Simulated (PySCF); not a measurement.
Compound: C8H10.
Z-matrix (Å and degrees, GFN2-xTB geometry), rows numbered from 1:
```
C 
C   1  1.5300
C   2  1.5025  1  110.44
C   3  1.3890  2  120.62  1   -88.87
C   4  1.3834  3  120.72  2   177.97
C   5  1.3842  4  120.10  3    -0.08
C   6  1.3843  5  119.67  4    -0.06
C   7  1.3835  6  120.09  5     0.06
H   1  1.0877  2  110.53  3   180.00
H   1  1.0878  2  110.35  3   -59.80
H   1  1.0878  2  110.33  3    59.80
H   2  1.0922  1  109.21  3  -120.92
H   2  1.0921  1  109.20  3   120.91
H   4  1.0812  3  119.44  2    -2.21
H   5  1.0805  4  119.88  3   179.90
H   6  1.0801  5  120.15  4   179.86
H   7  1.0805  6  120.01  5  -179.93
H   8  1.0813  3  119.43  2     2.26
```

Computed, not measured: wB97X-D/def2-SVPD in PySCF (dipole) on a GFN2-xTB geometry, gas phase.

Take the most abundant isotopes and a rigid rotor. The values belong to one conformer with, in the numbering `[CH3:1][CH2:2][c:3]1[cH:4][cH:5][cH:6][cH:7][cH:8]1`, C1–C2–C3–C4 -89°.

Give the principal moments of inertia and the rotational constants in MHz.

Ia = 110.72, Ib = 337.00, Ic = 406.55 u·Å²; 505379 MHz·u·Å²/I gives A = 4565, B = 1500, C = 1243 MHz.

Classify the top.

An asymmetric top. Ray's parameter κ = (2B − A − C)/(A − C) = -0.846; −1 is the prolate and +1 the oblate limit.

What does the inertial defect say?

Not planar: Δ = Ic − Ia − Ib = -41.17 u·Å². For a rigid frame Δ = −2 Σ m c², so Σ m c² = 20.59 u·Å² lies off the ab plane: 7.01 from hydrogen and 13.57 from heavier atoms. The atom farthest from that plane is 1.32 Å away.

Give the other two planar moments, Paa and Pbb, and the rms extents of the mass along the axes.

Paa = Σ m a² = (Ib + Ic − Ia)/2 = 316.42 and Pbb = Σ m b² = (Ia + Ic − Ib)/2 = 90.13 u·Å². With the mass M = 106.08 u, the rms extents √(P/M) along a, b and c are 1.73, 0.92, 0.44 Å.

Give the coordinates in the principal-axis frame, origin at the centre of mass.

The sense of each axis is arbitrary; atoms in the order of the calculation.
```
atom  mass (u)   a (Å)   b (Å)   c (Å)
  C1    12.000  -2.745   0.000  -0.734
  C2    12.000  -1.971   0.000   0.585
  C3    12.000  -0.491   0.000   0.326
  C4    12.000   0.202  -1.195   0.180
  C5    12.000   1.556  -1.197  -0.100
  C6    12.000   2.238   0.000  -0.240
  C7    12.000   1.556   1.197  -0.100
  C8    12.000   0.201   1.195   0.180
  H9     1.008  -3.817   0.000  -0.548
 H10     1.008  -2.494   0.882  -1.320
 H11     1.008  -2.494  -0.881  -1.320
 H12     1.008  -2.247  -0.885   1.163
 H13     1.008  -2.247   0.884   1.164
 H14     1.008  -0.326  -2.132   0.290
 H15     1.008   2.082  -2.134  -0.209
 H16     1.008   3.296   0.000  -0.457
 H17     1.008   2.082   2.134  -0.209
 H18     1.008  -0.326   2.132   0.291
```

Where do the levels up to J = 5 lie, in MHz?

Above 0(0,0):
J = 1: 1(0,1) 2743, 1(1,1) 5808, 1(1,0) 6064
J = 2: 2(0,2) 8213, 2(1,2) 11037, 2(1,1) 11806, 2(2,1) 21001, 2(2,0) 21016
J = 3: 3(0,3) 16380, 3(1,3) 18871, 3(1,2) 20409, 3(2,2) 29229, 3(2,1) 29306, 3(3,1) 45204, 3(3,0) 45205
J = 4: 4(0,4) 27199, 4(1,4) 29299, 4(1,3) 31860, 4(2,3) 40188, 4(2,2) 40416, 4(3,2) 56205, 4(3,1) 56209, 4(4,1) 78530, 4(4,0) 78530
J = 5: 5(0,5) 40620, 5(1,5) 42310, 5(1,4) 46142, 5(2,4) 53867, 5(2,3) 54388, 5(3,3) 69965, 5(3,2) 69982, 5(4,2) 92278, 5(4,1) 92278, 5(5,1) 120985, 5(5,0) 120985
Those of J = 1 are B + C, A + C and A + B.

Which types of transition are allowed, and where do some lines up to J = 4 fall?

The dipole components are |μa| = 0.41 D, |μb| = 0.00 D, |μc| = 0.00 D; the mirror of this Cs structure is the ac plane, so μb vanishes by symmetry and there are no b-type lines. Intensities carry the squares of the components, which stand as 1.00 : 0.00 (a : c). Some lines, for components of 0.1 D or more:

| type | branch | J(Ka,Kc) | MHz | lower level (cm⁻¹) |
| --- | --- | --- | --- | --- |
| a | Q | 2(1,1) ← 2(1,2) | 770 | 0.368 |
| a | Q | 3(1,2) ← 3(1,3) | 1539 | 0.629 |
| a | Q | 4(1,3) ← 4(1,4) | 2561 | 0.977 |
| a | R | 1(0,1) ← 0(0,0) | 2743 | 0.000 |
| a | R | 2(1,2) ← 1(1,1) | 5229 | 0.194 |
| a | R | 2(0,2) ← 1(0,1) | 5470 | 0.091 |
| a | R | 2(1,1) ← 1(1,0) | 5742 | 0.202 |
| a | R | 3(1,3) ← 2(1,2) | 7834 | 0.368 |
| a | R | 3(0,3) ← 2(0,2) | 8167 | 0.274 |
| a | R | 3(2,2) ← 2(2,1) | 8228 | 0.701 |
| a | R | 3(2,1) ← 2(2,0) | 8290 | 0.701 |
| a | R | 3(1,2) ← 2(1,1) | 8603 | 0.394 |
| a | R | 4(1,4) ← 3(1,3) | 10429 | 0.629 |
| a | R | 4(0,4) ← 3(0,3) | 10820 | 0.546 |
| a | R | 4(2,3) ← 3(2,2) | 10959 | 0.975 |
| a | R | 4(3,2) ← 3(3,1) | 11000 | 1.508 |
| a | R | 4(3,1) ← 3(3,0) | 11004 | 1.508 |
| a | R | 4(2,2) ← 3(2,1) | 11110 | 0.978 |
| a | R | 4(1,3) ← 3(1,2) | 11451 | 0.681 |

Estimate the classical rotational partition function at 10 K, 50 K and 500 K.

Point group Cs, symmetry number σ = 1; q = (√π/σ)·√((kT/h)³/(ABC)), k/h = 20836.6 MHz/K: 1830 at 10 K, 20400 at 50 K, 646000 at 500 K.

Whether it is a minimum is left open (no frequencies). Zero-point vibration and centrifugal distortion are left out. A rigid rotor knows nothing of internal rotation, which can split or shift real lines.
